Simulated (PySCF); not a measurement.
C3H8O2, SMILES COCOC (GFN2-xTB optimised geometry):

```
13

C      1.495    -1.403     0.000
O      0.080    -1.403     0.000
C     -0.477    -0.144     0.000
O     -0.169     0.541     1.190
C     -0.794     1.793     1.277
H      1.797    -2.448    -0.029
H      1.882    -0.880    -0.883
H      1.886    -0.927     0.902
H     -1.566    -0.288    -0.091
H     -0.120     0.456    -0.867
H     -1.886     1.695     1.260
H     -0.488     2.448     0.451
H     -0.481     2.228     2.223
```

Computed with PBE/def2-TZVP run with PySCF.

**Question.** What are the frontier orbital energies and the dipole moment?

**Answer.** HOMO-2 -7.77 eV, HOMO-1 -6.28 eV, HOMO -5.92 eV, LUMO 0.54 eV, LUMO+1 1.09 eV; dipole moment 1.46 D.

Meta-Löwdin charges at PBE/def2-TZVP: C1 -0.15, O2 -0.35, C3 0.17, O4 -0.37, C5 -0.15, H6 0.13, H7 0.10, H8 0.12, H9 0.10, H10 0.06, H11 0.10, H12 0.10, H13 0.13.
